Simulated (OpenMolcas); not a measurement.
# Computed transition rates of Ru2+

```
Program             : OpenMolcas
Method              : MS-RASPT2, IPEA 0.25 Eh, imaginary shift 0.1 Eh (closed shells correlated: 4s)
Basis               : ANO-RCC-VTZP [7s6p4d2f1g]
Scalar Hamiltonian  : DKH2, point nucleus
Active space        : 12 electrons in 8 orbitals (RAS1 4p, at most 2 holes; RAS2 4d)
State averaging     : 2S+1 = 5 even, 5 roots; 2S+1 = 3 even, 45 roots; 2S+1 = 1 even, 49 roots
Spin-orbit coupling : state interaction with AMFI integrals over the reference wave functions, term energies averaged over their components
```

Rates come from the transition moments of the reference wave functions (E1 and E2 in the length form). At fixed line strength A goes as λ^-3 for E1 and M1 and as λ^-5 for E2, so a rate at the computed wavelength can be rescaled to the measured one. Measured vacuum wavelengths follow from level energies in Moore, Atomic Energy Levels, vol. III, NSRDS-NBS 35 (1971 reprint of NBS Circular 467, 1958). Branching counts decays inside the model space alone, at computed energies, and the table is only a selection of the M1 lines, drawn from those between levels with measured partners whose computed energy lies within a factor of 1.5 of the measured one.

```tsv
Upper	Lower	Type	λ computed (nm)	λ measured (nm)	A computed (s-1)	A rescaled (s-1)	Branching %
4d6 5D0	4d6 5D1	M1	46190	47690	1.62e-03	1.47e-03	100.0
4d6 5D1	4d6 5D2	M1	22190	22730	8.54e-03	7.95e-03	100.0
4d6 5D2	4d6 5D3	M1	14420	14980	2.14e-02	1.91e-02	100.0
4d6 5D3	4d6 5D4	M1	8574	8630	5.49e-02	5.38e-02	100.0
```

The largest correction is for 4d6 5D2 → 4d6 5D3 (M1): 2.14e-02 × (14420 / 14980)^3 = 1.91e-02 s-1, a factor of 0.89.

The computed rate and branching of 4d6 5D3 → 4d6 5D4 give the upper level a radiative lifetime of 1.000 / 5.49e-02 s-1 = 1.82e+01 s, counting decays inside the model space alone. The rescaled rate gives about 1.9e+01 s.

These are rates of the free ion; in crystals, glasses and complexes forced electric-dipole and non-radiative decay shorten such lifetimes by orders of magnitude. No measured rate stands beside these. Rescaling mends the energy factor alone: line strengths can still be far off where a level mixes with configurations outside the active space, and weak or spin-changing lines hang on small mixing coefficients that depend on the term gaps too, so rescaling need not improve them.

CASPT2 does not keep the components of a term degenerate, so their means are used; among the terms shown or strongly mixed into the levels shown the widest spread is 23 cm-1 (4d6 5D). Active for correlation alone: 4p; no level in the range computed is led by a configuration that opens it, so any true level of that kind is missing. Computed and measured levels are paired by configuration, term and J; levels that our copy of the source lacks, or whose pairing is in doubt (as where it misses far off the trend of its configuration), stay unpaired. Only configurations of the active space appear.
